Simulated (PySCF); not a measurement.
A GIAO shielding run with PySCF 2.14.0 with density-fitted response routines (density fitting, non-relativistic, gas phase) on [CuF2]-, [CuF2]-:

```
{"job": {"kind": "nmr", "xc": "PBE0", "basis": {"default": "pcSseg-1", "Cu": "pcSseg-2"}}, "charge": -1, "multiplicity": 1}
Cu    -0.000024    -0.000014    -0.000001
F     -0.005747    -0.007148     1.788520
F      0.005771     0.007161    -1.788520
```

Hardware: 1 thread of an Arm Neoverse V2, shared host. The job also computes population analyses, field gradients.

(1) How large is the calculation?

(2) How long does it take?

(3) And these other runs on the same molecule and hardware: GIAO shielding at B3LYP/pcSseg-1 (pcSseg-2 on Cu); GIAO shielding at PBE/pcSseg-1 (pcSseg-2 on Cu); spin–spin coupling at PBE/pcJ-1 (pcSseg-1 on Cu)?

## Answers

(1) 48 electrons, 107 basis functions and 476 auxiliary functions.

(2) 4.9 s of wall time, with 12 SCF cycles and 5 response iterations. Times on a shared host scatter by some tens of per cent.

(3) B3LYP/pcSseg-1 (pcSseg-2 on Cu): 107 functions, 3.1 s; PBE/pcSseg-1 (pcSseg-2 on Cu): 107 functions, 4.6 s; PBE/pcJ-1 (pcSseg-1 on Cu): 99 functions, 3.5 s.
